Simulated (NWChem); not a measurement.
All runs are NWChem calculations. System: H2AlF, charge 0, spin multiplicity 1, at a geometry optimised with PBE0/def2-SVP. The structure started from a generated list of species. Level: EOM-CCSD/def2-SVPD, 6 core orbitals frozen.

The NWChem input:

```
start mol
memory heap 100 mb stack 700 mb global 1900 mb
geometry units angstroms nocenter noautoz
  Al     0.000000     0.000000    -0.565395
  H     -1.408827     0.000000    -1.280317
  H      1.408827     0.000000    -1.280317
  F      0.000000     0.000000     1.101196
  symmetry group C2v
end
basis spherical
  * library def2-svpd
end
scf
  rhf
  nopen 0
  maxiter 100
  thresh 1e-7
  semidirect memsize 60000000 filesize 0
end
tce
  freeze core 6
  ccsd
  nroots 1
  2eorb
  2emet 13
  thresh 1e-5
  maxiter 200
  tilesize 24
end
task tce energy
```

Output (cleaned and shortened):

```
             Northwest Computational Chemistry Package (NWChem) 7.3.0
             --------------------------------------------------------

                                NWChem Input Module
                                -------------------

 Scaling coordinates for geometry "geometry" by  1.889725989
 (inverse scale =  0.529177249)

 Turning off AUTOSYM since
 SYMMETRY directive was detected!

                             Geometry "geometry" -> ""
                             -------------------------

 Output coordinates in angstroms (scale by  1.889725989 to convert to a.u.)

  No.       Tag          Charge          X              Y              Z
 ---- ---------------- ---------- -------------- -------------- --------------
    1 Al                  13.0000     0.00000000     0.00000000    -0.56539500
    2 H                    1.0000    -1.40882700     0.00000000    -1.28031700
    3 H                    1.0000     1.40882700     0.00000000    -1.28031700
    4 F                    9.0000     0.00000000     0.00000000     1.10119600

 Effective nuclear repulsion energy (a.u.)      49.4889780339

            Nuclear Dipole moment (a.u.)
            ----------------------------
        X                 Y               Z
 ---------------- ---------------- ----------------
     0.0000000000     0.0000000000    -0.0000094486

      Symmetry information
      --------------------

 Group name             C2v
 Group number             16
 Group order               4
 No. of unique centers     3

      Symmetry unique atoms

     1    2    4


 Summary of "ao basis" -> "" (spherical)
 ------------------------------------------------------------------------------
       Tag                 Description            Shells   Functions and Types
 ---------------- ------------------------------  ------  ---------------------
 *                         def2-svpd                  on all atoms

 Summary of "ao basis" -> "ao basis" (spherical)
 ------------------------------------------------------------------------------
       Tag                 Description            Shells   Functions and Types
 ---------------- ------------------------------  ------  ---------------------
 Al                        def2-svpd                10       24   5s3p2d
 H                         def2-svpd                 4        8   2s2p
 F                         def2-svpd                 9       23   4s3p2d

                                 NWChem SCF Module
                                 -----------------

  ao basis        = "ao basis"
  functions       =    63
  atoms           =     4
  closed shells   =    12
  open shells     =     0
  charge          =   0.00
  wavefunction    = RHF
  use symmetry    = T
  symmetry adapt  = T

 Summary of "ao basis" -> "ao basis" (spherical)
 ------------------------------------------------------------------------------
       Tag                 Description            Shells   Functions and Types
 ---------------- ------------------------------  ------  ---------------------
 Al                        def2-svpd                10       24   5s3p2d
 H                         def2-svpd                 4        8   2s2p
 F                         def2-svpd                 9       23   4s3p2d

      Symmetry analysis of basis
      --------------------------

        a1         29
        a2          6
        b1         16
        b2         12

 Forming initial guess at       0.0s

      Superposition of Atomic Density Guess
[...]
      Residuum       Omega / hartree  Omega / eV    Cpu    Wall
 --------------------------------------------------------------

 Iteration   1 using    1 trial vectors
   0.3190271370710   0.3945272505284   10.73564     0.4     0.4

 Iteration   2 using    2 trial vectors
   0.1181066350867   0.3394816361802    9.23777     0.3     0.3

 Iteration   3 using    3 trial vectors
   0.0545213388995   0.3336729799714    9.07971     0.2     0.2

 Iteration   4 using    4 trial vectors
   0.0503972845985   0.3290377284315    8.95358     0.2     0.2

 Iteration   5 using    5 trial vectors
   0.0565733560676   0.3240367190380    8.81749     0.2     0.2

 Iteration   6 using    6 trial vectors
   0.0994530489750   0.3118240502634    8.48517     0.2     0.2

 Iteration   7 using    7 trial vectors
   0.0721907163935   0.3007699047584    8.18437     0.2     0.2

 Iteration   8 using    8 trial vectors
   0.0326310646339   0.2978715087588    8.10550     0.2     0.2

 Iteration   9 using    9 trial vectors
   0.0141658327926   0.2972432080570    8.08840     0.2     0.2

 Iteration  10 using   10 trial vectors
   0.0106179534750   0.2971429003578    8.08567     0.2     0.2

 Iteration  11 using   11 trial vectors
   0.0079981324168   0.2969342528710    8.08000     0.3     0.3

 Iteration  12 using   12 trial vectors
   0.0054993054314   0.2968640633015    8.07809     0.2     0.2

 Iteration  13 using   13 trial vectors
   0.0036789210580   0.2968778894578    8.07846     0.2     0.2

 Iteration  14 using   14 trial vectors
   0.0027586822439   0.2968472517642    8.07763     0.3     0.3

 Iteration  15 using   15 trial vectors
   0.0017300051639   0.2968439430709    8.07754     0.3     0.3

 Iteration  16 using   16 trial vectors
   0.0012352647671   0.2968424394004    8.07750     0.3     0.3

 Iteration  17 using   17 trial vectors
   0.0009140284610   0.2968509308089    8.07773     0.3     0.3

 Iteration  18 using   18 trial vectors
   0.0005346192017   0.2968474545450    8.07763     0.3     0.3

 Iteration  19 using   19 trial vectors
   0.0003146237109   0.2968432089420    8.07752     0.3     0.3

 Iteration  20 using   20 trial vectors
   0.0001515662008   0.2968462790953    8.07760     0.2     0.2

 Iteration  21 using   21 trial vectors
   0.0000597899159   0.2968460348812    8.07760     0.3     0.3

 Iteration  22 using   22 trial vectors
   0.0000288096698   0.2968459599396    8.07759     0.3     0.3

 Iteration  23 using   23 trial vectors
   0.0000126581264   0.2968462250820    8.07760     0.3     0.3

 Iteration  24 using   24 trial vectors
   0.0000054369482   0.2968461631438    8.07760     0.3     0.3
 --------------------------------------------------------------
 Iterations converged
 ------------------

 Excited state root  1
 Excitation energy / hartree =        0.296846163143798
                   / eV      =        8.077598526071121
 largest EOMCCSD amplitudes: R1 and R2

 Singles contributions
    14a1  (alpha) ---    12b1  (alpha)        0.3178919508
    15a1  (alpha) ---     9b1  (alpha)        0.1015398140
    15a1  (alpha) ---    12b1  (alpha)       -0.8327928521
    24a1  (alpha) ---    12b1  (alpha)        0.1584727330

 Doubles contributions

 =========================================
 Excited-state calculation ( b2  symmetry)
 =========================================
 Dim. of EOMCC iter. space      500

 EOMCCSD SOLVER TYPE  1
  maxdiff =   0.57905229780366030

 No. of initial right vectors    1

 EOM-CCSD right-hand side iterations
 --------------------------------------------------------------
      Residuum       Omega / hartree  Omega / eV    Cpu    Wall
 --------------------------------------------------------------

 Iteration   1 using    1 trial vectors
   0.3980260655621   0.4065972292290   11.06408     0.4     0.4

 Iteration   2 using    2 trial vectors
   0.1504417816177   0.3383409742099    9.20673     0.2     0.2

 Iteration   3 using    3 trial vectors
   0.0636307758808   0.3285785339802    8.94108     0.2     0.2

 Iteration   4 using    4 trial vectors
   0.0424434054927   0.3249510464282    8.84237     0.2     0.2

 Iteration   5 using    5 trial vectors
   0.0291102905778   0.3231075988917    8.79221     0.2     0.2

 Iteration   6 using    6 trial vectors
   0.0190357068713   0.3221127203837    8.76514     0.2     0.2

 Iteration   7 using    7 trial vectors
   0.0105631927660   0.3217206541248    8.75447     0.3     0.3

 Iteration   8 using    8 trial vectors
   0.0057039848628   0.3216832905344    8.75345     0.3     0.3

 Iteration   9 using    9 trial vectors
   0.0031095479848   0.3216785688867    8.75332     0.3     0.3

 Iteration  10 using   10 trial vectors
   0.0018437372642   0.3216744189681    8.75321     0.2     0.2

 Iteration  11 using   11 trial vectors
   0.0014484813148   0.3216671764132    8.75301     0.2     0.2

 Iteration  12 using   12 trial vectors
   0.0009764467211   0.3216553407008    8.75269     0.2     0.2

 Iteration  13 using   13 trial vectors
   0.0006723770693   0.3216609918339    8.75284     0.2     0.2

 Iteration  14 using   14 trial vectors
   0.0003813823626   0.3216643234100    8.75294     0.3     0.3

 Iteration  15 using   15 trial vectors
   0.0001849774116   0.3216642453928    8.75293     0.3     0.3

 Iteration  16 using   16 trial vectors
   0.0000947486645   0.3216645430889    8.75294     0.3     0.3

 Iteration  17 using   17 trial vectors
   0.0000491332183   0.3216645637783    8.75294     0.3     0.3

 Iteration  18 using   18 trial vectors
   0.0000277371268   0.3216645508760    8.75294     0.2     0.2

 Iteration  19 using   19 trial vectors
   0.0000178032260   0.3216644457095    8.75294     0.3     0.3

 Iteration  20 using   20 trial vectors
   0.0000119075815   0.3216644293175    8.75294     0.3     0.3

 Iteration  21 using   21 trial vectors
   0.0000075978365   0.3216644595652    8.75294     0.3     0.3
 --------------------------------------------------------------
 Iterations converged
 ------------------

 Excited state root  1
 Excitation energy / hartree =        0.321664459565247
                   / eV      =        8.752939020522366
 largest EOMCCSD amplitudes: R1 and R2

 Singles contributions
    17a2  (alpha) ---    12b1  (alpha)       -0.1037964954
    13b2  (alpha) ---     8a1  (alpha)       -0.1935886931
    13b2  (alpha) ---    11a1  (alpha)        0.8791421093

 Doubles contributions

 Task  times  cpu:       31.1s     wall:       31.1s

 Total times  cpu:       31.2s     wall:       31.2s
```
